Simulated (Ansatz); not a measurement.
# Energy profile

The step: Si₄H₉ClO₃ ([SiH3][O][Si]([Cl])([O][SiH3])[O][SiH3]) + H₂O + HF → Si₃H₆ClO₂F ([F][Si]([Cl])([O][SiH3])[O][SiH3]) + SiH₄O ([OH][SiH3]) + H₂O (still joined by a long Si–O bond); bonds formed: Si1–F10, O2–H11, H9–O12; bonds broken: H9–F10, H11–O12; bonds weakened to dative contacts: Si1–O2 (atoms numbered as in the saddle structure below).

```csv
atom,x (Å),y (Å),z (Å)
Si1,0.1904,-0.1662,0.5613
O2,-1.3689,-0.3720,-0.1052
Si3,-2.3602,0.9571,-0.4130
O4,1.5536,-0.0853,-0.3302
Si5,2.6773,-1.1106,-0.9576
O6,-0.0735,1.4928,0.6470
Si7,0.9334,2.7870,0.5817
Cl8,0.3138,-0.5232,2.5947
H9,-0.7640,-2.6478,0.1331
F10,0.3207,-2.0430,0.3439
H11,-1.8894,-1.6839,-0.1747
O12,-1.8299,-2.7449,-0.1252
H13,-1.7979,1.8537,-1.4437
H14,-3.5643,0.2872,-0.9827
H15,-2.7676,1.6642,0.8176
H16,3.2726,-1.9687,0.0959
H17,3.7341,-0.2589,-1.5568
H18,2.0805,-1.9604,-2.0192
H19,1.3961,3.0348,-0.8085
H20,2.1128,2.5874,1.4624
H21,0.1616,3.9675,1.0473
H22,-2.3311,-3.0669,0.6323
```

Electronic energies by CCSD(T) at an estimated basis limit (MP2 extrapolated from triple and quadruple zeta, plus CCSD(T) − MP2 in triple zeta), on PBE0-D4/def2-TZVP structures; Si$_{4}$H$_{12}$ClO$_{4}$F, singlet; no counterpoise correction. Ansatz 0.2.0; basis: def2-TZVPP and def2-QZVPP; cores frozen in the correlated methods. Extrapolation: Hartree–Fock as exp(−7.88 √X), correlation as X^−2.97.

Question: Give the profile in eV, counted from the separated reactants. (An estimate is asked for; the value comes from the calculation.)

Answer: The calculation gives:
| point | eV |
| --- | --- |
| separated: Si$_{4}$H$_{9}$ClO$_{3}$ (linked as [SiH3][O][Si]([Cl])([O][SiH3])[O][SiH3]; Si1, O2, Si3, O4, Si5, O6, Si7, Cl8, H13, H14, H15, H16, H17, H18, H19, H20, H21; singlet) + HF (H9, F10; singlet) + H$_{2}$O (H11, O12, H22; singlet) | 0.000 |
| start structure | -0.663 |
| saddle | 0.178 |
| end structure | -0.253 |
| separated: Si$_{3}$H$_{6}$ClO$_{2}$F (linked as [F][Si]([Cl])([O][SiH3])[O][SiH3]; Si1, O4, Si5, O6, Si7, Cl8, F10, H16, H17, H18, H19, H20, H21; singlet) + SiH$_{4}$O (linked as [OH][SiH3]; O2, Si3, H11, H13, H14, H15; singlet) + H$_{2}$O (H9, O12, H22; singlet) | -0.154 |

T1 diagnostic: at most 0.012.

Steps of this kind, hydrogen fluoride cutting a network bond, underlie vapour etching and the fluorination step of atomic layer etching. Here a small cluster stands in for the surface site.

For scale, one of the runs: CCSD(T)/def2-TZVPP, 533 basis functions, launched by `ansatz run in.yaml --threads 11 --pin off --events-out ev --progress --plain --max-ram 166912MiB --backend cuda --devices 0, --max-vram 75GiB`. Hardware: 11 CPU threads of an AMD EPYC 7R13 and one NVIDIA H100, shared host. Wall time 41 s; peak host memory 1.4 GiB.
